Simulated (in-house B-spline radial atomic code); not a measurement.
Radial electron density of neutral manganese, [Ar] 3d5 4s2. Computed with an all-electron radial atomic-structure program (B-spline basis): scalar-relativistic (X2C) wB97X, spin-polarised, spherical fractional occupations, Fermi nucleus of rms radius 3.7057 fm.

Columns: r (bohr), 4πr²n(r) (electrons per bohr), bar.

```
 0.00221   0.7458 #
 0.00271    1.069 #
 0.00332    1.523 ##
 0.00407    2.158 ###
 0.00498    3.025 ####
 0.00611     4.22 ######
 0.00748    5.797 ########
 0.00917    7.866 ##########
  0.0112    10.43 ##############
  0.0138    13.69 ##################
  0.0169    17.35 #######################
  0.0207    21.27 ############################
  0.0253    25.02 #################################
   0.031    28.12 #####################################
   0.038    29.88 ########################################
  0.0466    29.83 ########################################
  0.0571    28.02 #####################################
    0.07    25.31 ##################################
  0.0858    23.29 ###############################
   0.105    23.57 ###############################
   0.129    26.68 ###################################
   0.158    30.94 #########################################
   0.193    33.22 ############################################
   0.237    30.78 #########################################
    0.29     23.9 ################################
   0.356    16.06 #####################
   0.436    11.86 ################
   0.534    12.33 ################
   0.655    14.53 ###################
   0.802    14.67 ###################
   0.983    11.73 ################
     1.2    7.602 ##########
    1.48    4.139 #####
    1.81    2.297 ###
    2.22    1.452 ##
    2.72    1.018 #
    3.33   0.6871 #
    4.08    0.399 #
       5   0.1803 
    6.13  0.05669 
    7.51  0.01167 
     9.2 0.001526 
    11.3 0.0001125
```

On this grid the curve has 3 maxima, near 0.038, 0.193, 0.802 bohr.

The 4s down radial function P(r) = rR(r), positive near the nucleus:

| r (bohr) | P |
| --- | --- |
| 0.0008 | 0.006361 |
| 0.0012 | 0.009217 |
| 0.0018 | 0.0133 |
| 0.00271 | 0.01912 |
| 0.00407 | 0.02713 |
| 0.00611 | 0.03785 |
| 0.00917 | 0.05143 |
| 0.0138 | 0.06709 |
| 0.0207 | 0.08141 |
| 0.031 | 0.08727 |
| 0.0466 | 0.07232 |
| 0.07 | 0.02276 |
| 0.105 | -0.06109 |
| 0.158 | -0.1402 |
| 0.237 | -0.1273 |
| 0.356 | 0.03291 |
| 0.534 | 0.2254 |
| 0.802 | 0.2004 |
| 1.2 | -0.1121 |
| 1.81 | -0.4786 |
| 2.72 | -0.5992 |
| 4.08 | -0.439 |
| 6.13 | -0.1761 |
| 9.2 | -0.03104 |
